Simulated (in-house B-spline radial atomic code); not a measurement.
Configurations of Cs5+, with energies counted from [Kr] 4d10 5s2 (5p1/2)2. All numbers are computed (Dirac-Hartree-Fock, average of each configuration as written; Fermi nucleus of rms radius 4.8041 fm) with an all-electron radial atomic-structure program (B-spline basis), not measured. Energies include first-order Breit, QED and recoil terms.

Occupations are held fixed; configurations that lie above the ionisation limit could autoionise.

```tsv
configuration	E - E(ref) (eV)	highest orbital	its <r> (bohr)
[Kr] 4d10 5s2 (5p1/2)1 (5p3/2)1	1.4864	5p3/2	1.835
[Kr] 4d10 5s2 (5p3/2)2	3.9647	5p3/2	1.834
[Kr] 4d10 5s1 (5p1/2)2 (7f7/2)1	71.002	7f7/2	8.908
[Ar] 3d10 4s2 (4p1/2)1 (4p3/2)4 4d10 5s2 (5p1/2)2 (6d5/2)1	224.74	6d5/2	4.292
[Ar] (3d3/2)3 (3d5/2)6 4s2 4p6 4d10 5s2 (5p1/2)1 (5p3/2)2	738.74	5p3/2	1.773
[Ar] (3d3/2)4 (3d5/2)5 4s2 4p6 4d10 5s2 (5p3/2)2 9s1	786.52	9s1/2	10.71
```

Task: Order these further configurations by energy, lowest first.
A. [Kr] (4d3/2)4 (4d5/2)5 5s2 (5p1/2)2 (5p3/2)1
B. [Ar] 3d10 4s2 (4p1/2)1 (4p3/2)4 4d10 5s2 (5p1/2)2 (9g7/2)1
C. [Ar] (3d3/2)4 (3d5/2)5 4s2 4p6 4d10 5s2 (5p1/2)2 (9f5/2)1
D. [Ar] (3d3/2)3 (3d5/2)6 4s2 4p6 4d10 5s2 (5p3/2)2 7s1
E. [Kr] (4d3/2)4 (4d5/2)5 5s2 (5p1/2)1 (5p3/2)1 (7f5/2)1

Result: A (71.357 eV), E (130.42 eV), B (244.8 eV), C (786.02 eV), D (787.85 eV).

Task: How far above the reference does [Kr] (4d3/2)4 (4d5/2)5 5s2 (5p1/2)2 (6p3/2)1 lie?

Result: 107.07 eV; its least bound orbital is 6p3/2 with <r> = 3.546 bohr.

Task: How far above the reference does [Ar] 3d10 4s2 (4p1/2)1 (4p3/2)4 4d10 5s2 (5p1/2)2 (7d5/2)1 lie?

Result: 233.82 eV; its least bound orbital is 7d5/2 with <r> = 6.751 bohr.
